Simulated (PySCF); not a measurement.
## Multinuclear NMR of C₇H₁₁FSi

Cartesian coordinates in Å; atom numbers follow the order of the lines, from 1:
```xyz
20

C    -2.1055    0.3683   -1.0435
C    -1.1770   -0.5087   -0.2179
C    -1.6373   -0.5860    1.2423
C     0.2627   -0.0686   -0.2853
C     0.7412    1.1278   -0.6938
Si    2.6031    1.1074   -0.4945
C     2.6131   -0.6382    0.1558
C     1.3245   -1.0146    0.1640
F     0.9089   -2.2222    0.5471
H    -1.7832    0.4243   -2.0940
H    -2.1448    1.3946   -0.6445
H    -3.1303   -0.0316   -1.0212
H    -1.2095   -1.5348   -0.6266
H    -0.9964   -1.2540    1.8346
H    -2.6688   -0.9661    1.3018
H    -1.6140    0.4131    1.7055
H     0.0865    1.9214   -1.0572
H     3.1097    2.1216    0.4798
H     3.3509    1.2751   -1.7779
H     3.4142   -1.3071    0.4699
```

PySCF 2.14 calculation with coordinates at the PBE0-D3(BJ)/def2-SVP level and σ from GIAO-PBE0/pcSseg-1; one conformer, isolated molecule, non-relativistic, averaged over atoms made equivalent by symmetry, fast rotation or ring inversion.

Problem. Predict the 19F NMR data.

Solution. 
```json
{"atoms": "F9", "environment": "vinylic fluorine", "σ (ppm)": "257.9", "δ (ppm)": "-82.2"}
```

Shieldings were converted by a linear fit to measured shifts: 19F (scatter 6.9 ppm rms, 7.7 ppm with the 5 outliers that the fit left out vs CFCl3, solution or neat liquid, with a term for F on sp3 carbon). Occasional misses reach two or three times the rms, and more in compound classes unlike the fitted ones.

On a 300 MHz spectrometer 19F resonates near 282.3 MHz, so 1 ppm is 282.3 Hz.

Problem. What are the 29Si shifts?

Solution. 
```tsv
atoms	environment	σ (ppm)	δ (ppm)
Si6	silicon bonded to 2 C, 2 H, in a 5-membered ring	398.8	-52.6
```

Shieldings were converted by a linear fit to measured shifts: 29Si (scatter 9.7 ppm rms, 23.4 ppm with the 5 outliers that the fit left out vs TMS, solution or neat liquid). A few per cent of atoms miss by over 2 rms, more outside the fitted compound classes.

On a 600 MHz spectrometer 29Si resonates near 119.2 MHz, so 1 ppm is 119.2 Hz.
